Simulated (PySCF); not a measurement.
# C₆ coefficients of unlike pairs at PBE

Calculated with PySCF 2.14 from the dipole response of each species, C₆(A,B) = (3/π) ∫ α_A(iu) α_B(iu) du, in atomic units, from isotropic polarisabilities. For ions this is the dispersion term alone; charge-induced terms of lower order in 1/R come first.

```tsv
species	configuration	basis	relativity	α (bohr³)	C₆ (like pair)
Sb⁺	[Kr] 4d10 5s2 5p2 (3P)	aug-cc-pwCVTZ-PP with ECP28MDF (8s7p6d4f1g)	core potential	25.40	209.7
Nb⁺	[Kr] 4d4 (5D)	x2c-TZVPPall with one added diffuse shell each of s, p, d, f type (9s7p7d3f1g)	spin-free X2C	30.86	205.4
Rh³⁺	[Kr] 4d6 (5D)	def2-TZVPPD with the def2 core potential (28 electrons) (6s4p3d2f1g)	core potential	4.253	19.07
Ga²⁺	[Ar] 3d10 4s1 (2S)	aug-cc-pVQZ-PP with one added diffuse shell each of s, p, d, f, g type with ECP10MDF (8s7p6d4f3g)	core potential	9.360	27.29
```

(1) Estimate C₆ for Ga²⁺ with Rh³⁺.

No spin-orbit coupling is included.

The other pairs:

| pair | C₆ |
| --- | --- |
| Ga²⁺, Sb⁺ | 75.63 |
| Rh³⁺, Sb⁺ | 55.67 |
| Ga²⁺, Nb⁺ | 74.37 |
| Rh³⁺, Nb⁺ | 53.14 |
| Nb⁺, Sb⁺ | 205.8 |

Results:

(1) The integral gives 20.11. The combination rule 2 C_A C_B / (C_A α_B/α_A + C_B α_A/α_B) gives 19.14 and the geometric mean 22.81.
